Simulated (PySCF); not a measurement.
Compound: C5H8NOS (charge +1).
Structure used (GFN2-xTB), in Å, numbered top down from 1:
```xyz
16
C5H8NOS angstrom
C     -2.4701   -0.1163    0.0653
O     -1.1167   -0.5551    0.1405
C     -0.1622    0.3321   -0.0717
C     -0.2098    1.6658   -0.3683
S      1.3702    2.3136   -0.5377
C      2.0388    0.8066   -0.2126
N      1.1316   -0.1333    0.0108
C      1.4131   -1.5138    0.3137
H     -2.7010    0.2646   -0.9310
H     -2.6724    0.6508    0.8147
H     -3.0720   -0.9984    0.2702
H     -1.0744    2.2849   -0.4930
H      3.0954    0.6128   -0.1868
H      0.9844   -1.7705    1.2834
H      2.4868   -1.6806    0.3295
H      0.9506   -2.1543   -0.4384
```

The geometry is computed with GFN2-xTB (gas phase).

Take the most abundant isotopes and a rigid rotor. The values belong to one conformer with, in the numbering `[CH3:1][O:2][c:3]1[cH:4][s:5][cH:6][n+:7]1[CH3:8]`, C1–O2–C3–C4 0°.

(1) Give the principal moments of inertia and the rotational constants in GHz.

(2) Classify the top.

(3) Is it planar, by Δ = Ic − Ia − Ib?

(4) Give the other two planar moments, Paa and Pbb, and the rms extents of the mass along the axes.

(5) Where do the levels up to J = 3 lie, in cm⁻¹?

Answers

(1) Ia = 183.38, Ib = 327.66, Ic = 504.68 u·Å²; 505379 MHz·u·Å²/I gives 2756, 1542 and 1001 MHz, that is A = 2.7559, B = 1.5424, C = 1.0014 GHz.

(2) An asymmetric top; Ray's κ = -0.383.

(3) Not planar: Δ = Ic − Ia − Ib = -6.36 u·Å². For a rigid frame Δ = −2 Σ m c², so Σ m c² = 3.18 u·Å² lies off the ab plane, practically all of it from hydrogen. The atom farthest from that plane is 0.90 Å away.

(4) Paa = Σ m a² = (Ib + Ic − Ia)/2 = 324.48 and Pbb = Σ m b² = (Ia + Ic − Ib)/2 = 180.20 u·Å². With the mass M = 130.03 u, the rms extents √(P/M) along a, b and c are 1.58, 1.18, 0.16 Å.

(5) Above 0(0,0):
J = 1: 1(0,1) 0.0849, 1(1,1) 0.1253, 1(1,0) 0.1434
J = 2: 2(0,2) 0.2497, 2(1,2) 0.2770, 2(1,1) 0.3311, 2(2,1) 0.4526, 2(2,0) 0.4574
J = 3: 3(0,3) 0.4869, 3(1,3) 0.5018, 3(1,2) 0.6092, 3(2,2) 0.7071, 3(2,1) 0.7293, 3(3,1) 0.9573, 3(3,0) 0.9582
The levels of one J sum to (2J + 1)J(J + 1)(A + B + C)/3.

No GFN2-xTB frequencies stand behind this structure, so it isn't proved a minimum. No vibrational averaging or centrifugal distortion is included, and the geometry carries the error of its method.
